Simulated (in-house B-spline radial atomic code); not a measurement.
Atomic self-consistent-field run: S⁵⁺. Level of theory: non-relativistic BHandHLYP, spin-polarised, spherical fractional occupations, point nucleus; calculated with a radial B-spline atomic code at the basis-set limit.

Command:
```bash
python run_scf.py task.json out
```
Settings:
```
Z                16
configuration    [Ne] 3s1
hamiltonian      nr
method           bhandhlyp
spin_polarised   True
```

Output (hartree, bohr):
```
 radial grid: 43 intervals, B-splines of order 8, outer radius 12.1053 bohr

 iter        energy (Eh)    residual
    1        -386.070253    6.99e-01
    2        -390.790646    2.23e-01
    3        -391.175291    7.89e-02
    4        -391.228463    2.86e-02
    5        -391.235780    8.09e-03
    6        -391.236451    2.12e-04
    7        -391.236452    1.39e-05
    8        -391.236452    3.90e-07
    9        -391.236452    1.01e-08

 total energy                      -391.23645
 kinetic                             390.8461
 electron-nucleus                   -897.6281
 Hartree                             139.1477
 exact exchange                      -11.5689
 exchange-correlation                -12.0332

 orbital      occ     eigenvalue          <r>       <r^2>       <1/r>       r_max
 1s up      1.000       -93.1840    0.0971927   0.0126975     15.5655     0.06372
 1s down    1.000       -93.1626    0.0972069   0.0127011     15.5634     0.06373
 2s up      1.000       -11.3198     0.475025     0.26761     3.08063      0.3877
 2s down    1.000       -11.2853     0.476107    0.268862     3.07262      0.3884
 2p up      3.000        -9.1784     0.437947    0.238538     2.97457      0.3252
 2p down    3.000        -9.1608     0.437896    0.238359     2.97423      0.3254
 3s up      1.000        -3.1179      1.41762     2.27913    0.973195       1.278
```

Time taken, with all properties: 0.1 s on 1 thread of Arm Neoverse V2 (shared host).
